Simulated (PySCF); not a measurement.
Computed IR spectrum (relative IR intensity) of a molecule C3H7O2, multiplicity 2. Geometry: PBE-D3(BJ)/def2-SVP. The values are those of a single conformer. These are PBE-D3(BJ)/def2-SVP (PySCF) values and carry that method's errors. Frequencies are harmonic and unscaled.

Lines under 2 % of the strongest are left out, and lines within 2 cm⁻¹ are merged.

```tsv
ν (cm⁻¹)	relative intensity
84	4.1
319	62
382	35
426	32
431	73
559	16
792	7.4
908	17
953	100
965	18
991	2.6
1112	95
1144	19
1269	27
1309	4.8
1313	72
1356	30
1376	12
1397	6.0
1409	2.5
1416	3.1
2848	90
2901	33
3013	10
3021	20
3074	9.4
3668	23
3688	14
```

**Question.** Pick the molecule that these values belong to.
(A) CC(O)[CH]O
(B) CC(O)C[O]
(C) CC([O])CO
(D) C[C](O)CO

**Answer.** D, C[C](O)CO
